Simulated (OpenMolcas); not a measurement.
## Pr3+: effect of the basis set

* Program: OpenMolcas 26.06
* Method: SS-CASPT2, IPEA 0.25 Eh, imaginary shift 0.1 Eh (closed shells correlated: 5s 5p)
* Active space: 2 electrons in 14 orbitals (4f 5f)
* State averaging: 2S+1 = 3 even, 21 roots; 2S+1 = 1 even, 27 roots
* Spin-orbit coupling: RASSI with atomic mean-field integrals over the reference wave functions, term energies averaged over their components

A. ANO-R2 [8s6p3d3f1g], X2C, finite nucleus; CASPT2 step roughly 29 core-minutes
B. ANO-RCC-VTZP [8s7p5d3f2g1h], DKH2, point nucleus; CASPT2 step roughly 40 core-minutes
C. ANO-RCC-VQZP [9s8p6d4f3g2h], DKH2, point nucleus; CASPT2 step of the order of 50 core-minutes

Energies in eV above 4f2 3H4, the measured ground level; measured values from Martin, Zalubas and Hagan, Atomic Energy Levels: The Rare-Earth Elements, NSRDS-NBS 60 (1978).

```
         Level       A       B       C  Measured
       4f2 3H4  0.0000  0.0000  0.0000    0.0000
       4f2 3H5   0.287   0.286   0.287    0.2668
       4f2 3H6   0.588   0.585   0.586    0.5442
       4f2 3F2   0.664   0.672   0.663    0.6195
       4f2 3F3   0.849   0.858   0.850    0.7954
4f2 3F4 [58 %]   0.912   0.905   0.893    0.8499
4f2 1G4 [57 %]   1.313   1.292   1.279    1.2301
       4f2 1D2   2.506   2.393   2.357    2.1492
       4f2 3P0   3.164   3.036   2.998    2.6520
       4f2 1I6   3.213   3.156   3.136    2.7539
       4f2 3P1   3.214   3.085   3.048    2.7286
       4f2 3P2   3.367   3.237   3.201    2.8715
```

Deviations, from unrounded energies. A percentage is the sum of absolute deviations over the sum of measured energies, with the sign that they share, or ± where signs differ.

| Against measurement | Levels | A | B | C |
| --- | --- | --- | --- | --- |
| mean absolute deviation (cm-1) | 11 | 1900 | 1500 | 1300 |
| fine structure of the ground term (%) | 2 | +7.8 | +7.4 | +7.7 |
| other terms of the ground configuration (%) | 9 | +15.3 | +11.9 | +10.7 |

C lies closest to measurement on these levels and A furthest from it. The largest miss of C in the table is 4f2 1I6, by +3100 cm-1. The ranking rests on the paired levels alone, and a cruder setting can come out closer through cancelling errors.

The two smallest mean deviations differ by little beside CASPT2's spread within terms, so their order carries little weight.

Among A to C the level of the table that moves most is 4f2 3P1, by 1300 cm-1 (lowest in C, highest in A). Moves below CASPT2's spread within the term are not significant.

CASPT2 does not keep the components of a term degenerate, so their means are used; among the terms shown or strongly mixed into the levels shown the widest spread is 940 cm-1 (4f2 1I, C). Active for correlation alone: 5f; no level in the range computed is led by a configuration that fills it, so any true level of that kind is missing. The CASPT2 spread within a term exceeds the gap to the next term for 4f2 1I and 4f2 3P, so the order of their levels is uncertain (figures for A; the like holds for B, C). Some terms miss by over 15 % even with CASPT2, which points to a basis or an active space too small for the shells correlated (holds for A). Measured partners are found by configuration, term and J. A level has none where our copy of the source lacks it or the pairing is in doubt (some pairs that miss far off the trend of their configuration count as doubtful), and it then counts in no deviation. Levels of configurations outside the active space are missing.

A share in square brackets marks a mixed level and gives the weight of the term that names it, the lowest over the columns.
